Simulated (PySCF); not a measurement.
**Worked example: chemical shift, span and skew from a shielding tensor**

Si(H)3(OMe) (CH6OSi), SMILES CO[SiH3]. Atoms are numbered in the order given.

```xyz
9

Si     0.0908    -1.0570     0.0000
O     -0.5682     0.4508     0.0000
C      0.2052     1.6397     0.0000
H     -1.0383    -2.0074     0.0000
H      0.9402    -1.2649    -1.2011
H      0.9402    -1.2649     1.2011
H      0.8402     1.7012    -0.8899
H     -0.4785     2.4882     0.0000
H      0.8402     1.7012     0.8899
```

Geometry optimised at B3LYP-D3(BJ)/def2-TZVP.

GIAO shieldings from HF/pcSseg-1 (PySCF), non-relativistic, no solvent. The symmetric part of the tensor of C3 has the principal values 117.8, 119.0, 189.0 ppm. The same nucleus in TMS has σ = 192.6 ppm at this level (PySCF, at its B3LYP-D3(BJ)/def2-TZVP geometry).

Question: Work out the isotropic shielding, the ¹³C shift against TMS, the span and the skew.

Answer: 
σ(iso) = (σ11 + σ22 + σ33)/3 = 141.9 ppm. δ = σ(ref) − σ(iso) = 192.6 − (141.9) = 50.7 ppm.
Span Ω = σ33 − σ11 = 71.2 ppm. Skew κ = 3(σ(iso) − σ22)/Ω = 0.97. Tumbling in solution averages the tensor to δ; in a static solid the shielding alone would spread this spin-1/2 line over Ω.
